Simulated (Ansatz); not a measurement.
Pulling on the O3–H4 bond in GaH3O2 (SMILES [OH][GaH][OH]) (multiplicity 1 held, fragments rigid). Energies count from the point at 0.963 Å.
Geometry at that point (charge 0, multiplicity 1):
```xyz
6

Ga    -0.2440    -0.1775    -0.1512
H     -1.3542    -1.0163    -0.8271
O      0.0204     1.5378    -0.5766
H      0.7423     1.9403    -0.0819
O      0.9023    -0.7560     1.1056
H      0.7953    -1.6758     1.3651
```

U- levels take the lowest unrestricted solution at each point, which mixes spins at long bonds. Active spaces are followed from a long bond inwards. Curves can end on different states.

Correlated levels freeze the cores. Filled d and f shells under p-block atoms count as core.

The values were computed with Ansatz (Gaussian orbitals). 

**Question.** One of these levels gives 120.37 kcal/mol for the energy at R = 3.082 Å. Which?
A. U-HF/cc-pVTZ
B. CASSCF(4,3)/cc-pVTZ
C. U-PBE/cc-pVTZ

**Answer.** C, U-PBE/cc-pVTZ. The others give 88.08 (U-HF/cc-pVTZ), 103.95 (CASSCF(4,3)/cc-pVTZ)

Doubts at one or more of the structures used: a spin-contaminated determinant (U-HF/cc-pVTZ, U-PBE/cc-pVTZ); active orbitals that take no part (CASSCF(4,3)/cc-pVTZ).

Ansatz is a program for electronic structure.
